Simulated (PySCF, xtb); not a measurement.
H2Si2, SMILES [Si]=[SiH2] (connectivity only; charge and spin as stated), neutral, multiplicity 1.

GFN2-xTB in xtb at its own geometry gives an orbital gap of 0.82 eV and a dipole moment of 0.85 D.

Coordinates come from a r2SCAN-D4/def2-TZVP optimisation. The isomer is the one that the SMILES or the coordinates give; other isomers of the formula were not compared.

Task: What does PBE0/def2-TZVPD run with PySCF give? (The exact figures need the calculation; the answer reports its results.)

Result: gap 2.36 eV (levels -5.90 and -3.54 eV), dipole 0.22 D.
